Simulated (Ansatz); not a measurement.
Cost and result for the atomization energy of `OB(S)O[SiH3]` (10 atoms, 9 bonds).

```xyz
10

O     0.385    0.532    2.364
B     0.226   -0.070    1.157
S     0.405   -1.894    1.043
O    -0.059    0.727    0.102
Si   -0.360    0.697   -1.508
H     0.585   -0.068    3.085
H     0.170   -1.997   -0.274
H    -1.709    1.259   -1.747
H     0.668    1.512   -2.197
H    -0.310   -0.699   -2.025
```

Total charge 0; spin multiplicity 1. The structure was optimised at the PBE0-D4/def2-TZVP level. It is one conformer, not always the lowest. Program: Ansatz. All runs use 4 threads of an AMD EPYC 9R45 on a shared host. Times are those of one run each, without the atoms' runs, and a repeat can differ threefold. Electronic energies, without spin–orbit coupling; frozen cores. CCSD(T)/CBS adds CCSD(T) − MP2 in def2-TZVPP to the MP2 limit, and its time is that of the two runs behind it. T1 = 0.013. HSE06 is the plane-wave form, built on full-range PBE exchange.

CCSD(T)/CBS is a level of theory with its own doubt, some kJ/mol a heavy atom from the limit and from the frozen cores, so smaller differences don't rank the functionals.

| level | functions | wall time | atomization (kJ/mol) | difference from CCSD(T)/CBS | per bond |
| --- | --- | --- | --- | --- | --- |
| LDA (SPW92)/def2-TZVPP | 247 | 0.5 s | 4293.4 | 528.0 | 58.7 |
| revPBE-D4/def2-TZVPP | 247 | 0.7 s | 3703.7 | -61.7 | -6.9 |
| PBE-D4/def2-TZVPP (with forces) | 247 | 0.9 s | 3799.5 | 34.1 | 3.8 |
| PBE0-D4/def2-TZVPP | 247 | 1.1 s | 3733.3 | -32.1 | -3.6 |
| HSE06-D4/def2-TZVPP | 247 | 1.1 s | 3736.1 | -29.3 | -3.3 |
| CAM-B3LYP-D4/def2-TZVPP | 247 | 1.1 s | 3777.6 | 12.2 | 1.4 |
| CCSD(T)/def2-SVP | 103 | 1.4 s | 3520.7 | -244.7 | -27.2 |
| B2PLYP/def2-TZVPP | 247 | 1.8 s | 3718.5 | -46.9 | -5.2 |
| PBE-QIDH/def2-TZVPP | 247 | 1.8 s | 3722.2 | -43.2 | -4.8 |
| ωB97X-V/def2-TZVPP | 247 | 2.4 s | 3775.3 | 9.9 | 1.1 |
| MP2/def2-QZVPP | 461 | 6 s | 3806.2 | 40.8 | 4.5 |
| CCSD(T)/def2-TZVPP | 247 | 32 s | 3659.7 | -105.7 | -11.7 |
| CCSD(T)/CBS(def2) | – | 38 s | 3765.4 | 0.0 | 0.0 |

Leaving LDA and LC-ωPBE aside and taking each functional with its dispersion term where it has one, the values, not all of them listed here, spread over 150.2 kJ/mol, from BHLYP-D4 to PBE-D4. LDA lies +516.3 kJ/mol from PBE without D4, its usual overbinding. In def2-TZVPP, CCSD(T) changes the Hartree–Fock value by +887.9 kJ/mol (the triples alone add +55.0 kJ/mol) and MP2 by +971.3 kJ/mol; breaking electron pairs costs correlation energy, which Hartree–Fock lacks. From BLYP to BHLYP (50 % exact exchange), in def2-TZVPP and without D4, the atomization energy moves by −76.0 kJ/mol: exact exchange takes away binding that semilocal exchange gives to molecules.
